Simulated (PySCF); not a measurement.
Several compounds and their computed core spectra got separated.

Theory: PySCF 2.14.0, delta-SCF UKS SCAN, pcX-2 on the ionised atom, pcseg-1 elsewhere, spin-free X2C. Geometries: PBE0-D3(BJ)/def2-SVP; isolated species, one conformer each.

Line lists (1s up to Mg, 2p3/2 beyond; areas count atoms within a level, one atom standing for each set equivalent by bonding):
1. C 1s: 291.06 (area 1), 291.33 (area 1), 291.35 (area 1), 293.50 (area 1), 294.85 (area 1) eV; O 1s: 538.33 eV; F 1s: 693.47 eV; Cl 2p3/2: 206.17 eV
2. C 1s: 290.44 (area 1), 291.82 (area 1), 292.26 (area 1) eV; N 1s: 405.20 eV; Si 2p3/2: 106.66 eV
3. B 1s: 199.11 eV; C 1s: 289.76 (area 1), 290.50 (area 1), 291.81 (area 1) eV; F 1s: 693.44 eV; Si 2p3/2: 106.92 eV
4. C 1s: 290.52 (area 1), 290.63 (area 1), 291.60 (area 1), 291.70 (area 1), 291.91 (area 1) eV; O 1s: 538.57 (area 1), 540.00 (area 1) eV; P 2p3/2: 136.48 eV
5. C 1s: 292.72 (area 1), 293.13 (area 2) eV; O 1s: 537.04 (area 1), 539.16 (area 1), 539.23 (area 2) eV; P 2p3/2: 139.85 eV

Structures:
A. `COP1(=O)OCCO1`
B. `CC/C=C(/F)C(=O)Cl`
C. `[SiH3]C[C@H]1C=N1`
D. `CC#C[SiH2]B(F)F`
E. `C(O)Pc1occc1`

**Question.** Which list belongs to which compound?

**Answer.** 
- 1 = B: no other candidate has this set of levels. C 1s: 291.06 methyl carbon, 291.33 alkene CH carbon, 291.35 allylic carbon, 293.50 vinylic C–F carbon, 294.85 acyl halide carbon; O 1s: 538.33 carbonyl oxygen; F 1s: 693.47 vinyl fluorine; Cl 2p3/2: 206.17 chlorine bonded to C.
- 2 = C: no other candidate has this set of levels. C 1s: 290.44 sp3 carbon bound to silicon, 291.82 sp3 carbon bound to nitrogen, 292.26 C=N carbon; N 1s: 405.20 C=N nitrogen; Si 2p3/2: 106.66 SiH3 silicon.
- 3 = D: no other candidate has this set of levels. B 1s: 199.11 three-coordinate boron; C 1s: 289.76 alkyne carbon, 290.50 alkyne carbon, 291.81 propargylic carbon; F 1s: 693.44 boron-bound fluorine (×2); Si 2p3/2: 106.92 SiH2 silicon.
- 4 = E: no other candidate has these counts of sites. C 1s: 290.52 aromatic CH carbon, 290.63 aromatic CH carbon, 291.60 substituted aromatic carbon, 291.70 aromatic CH next to a ring oxygen, 291.91 carbinol carbon (C–OH); O 1s: 538.57 alcohol oxygen, 540.00 furan-type oxygen; P 2p3/2: 136.48 phosphine phosphorus.
- 5 = A: no other candidate has these counts of sites. C 1s: 292.72 methoxy carbon, 293.13 sp3 carbon bound to oxygen (×2); O 1s: 537.04 phosphoryl oxygen, 539.16 oxygen bonded to C and P, 539.23 oxygen bonded to C and P (×2); P 2p3/2: 139.85 phosphoryl phosphorus.

2p3/2 and 2p1/2 are the ΔSCF energy of one spin-free 2p hole plus the eigenvalues of a spin–orbit and ligand-field matrix of the shell. 3 of these hole states are spin-contaminated (⟨S²⟩ up to 0.98, against 0.75; counted from 0.85) and less certain.
